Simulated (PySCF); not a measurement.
Level of theory: PBE-D3(BJ)/def2-TZVP // ωB97X-D3(BJ)/def2-TZVP (PySCF). Isolated molecules, 0 K electronic values unless said otherwise. Excitations are Tamm–Dancoff values on a coarser integration grid. The basis has no diffuse functions, so Rydberg states are missing or too high.

Reference species (SMILES): `[Br][Ga]([Br])[CH3]` (neutral, multiplicity 1).

| Item | Result |
|---|---|
| LUMO | -2.12 eV |
| HOMO | -7.01 eV |
| S1–T1 gap (TDA) | 0.11 eV |

Changed species: `[CH3][Ga]([CH3])[Br]` (2 of 3 Br replaced by CH3; the reference has 1 of 3 Br replaced by CH3).

Give the shifts of the LUMO, HOMO and S1–T1 gap (TDA).

the LUMO rises by 0.35 eV, to -1.77 eV; the HOMO rises by 0.65 eV, to -6.36 eV; the S1–T1 gap (TDA) goes up by 0.03 eV, to 0.14 eV.
